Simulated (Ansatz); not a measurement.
Reaction (hydrogenolysis of the Si–Cl bond): `N#C[Si](F)(F)Cl` + H₂ → `N#C[SiH](F)F` + HCl

Calculated with Ansatz (gas phase, PBE0-D4/def2-TZVP geometries, no zero-point term in ΔE). CBS: MP2 limit from def2 TZ/QZ plus the TZ coupled-cluster correction, frozen cores. This one scheme is used for every species. DFT in def2-TZVPP. HSE06 is defined as in plane-wave codes.

| level | ΔE (kJ/mol) | difference from CCSD(T)/CBS |
| --- | --- | --- |
| revPBE-D4 | 83.8 | 8.0 |
| BLYP-D4 | 78.2 | 2.4 |
| r2SCANh-D4 | 83.4 | 7.6 |
| revPBE | 71.1 | -4.7 |
| r2SCAN0 | 79.8 | 4.0 |
| HSE06 | 72.5 | -3.3 |
| RPA@PBE/def2-TZVPP | 66.1 | -9.7 |
| HF/def2-SVP | 49.4 | -26.4 |
| HF/def2-QZVPP | 58.4 | -17.4 |
| CCSD/CBS(def2) | 71.5 | -4.3 |
| CCSD(T)/CBS | 75.8 | 0 |

Largest T1 diagnostic among the species: 0.013.

From r2SCAN to r2SCAN0 (25 % exact exchange), in def2-TZVPP and without D4, ΔE moves by −3.6 kJ/mol. In def2-TZVPP, CCSD(T) changes the Hartree–Fock value by +13.6 kJ/mol (the triples alone add +4.3 kJ/mol) and MP2 by +22.4 kJ/mol. Leaving LDA and LC-ωPBE aside and taking each functional with its dispersion term where it has one, the values, not all of them listed here, spread over 12.7 kJ/mol, from CAM-B3LYP-D4 to r2SCAN-D4. LDA lies +4.1 kJ/mol from PBE without D4.
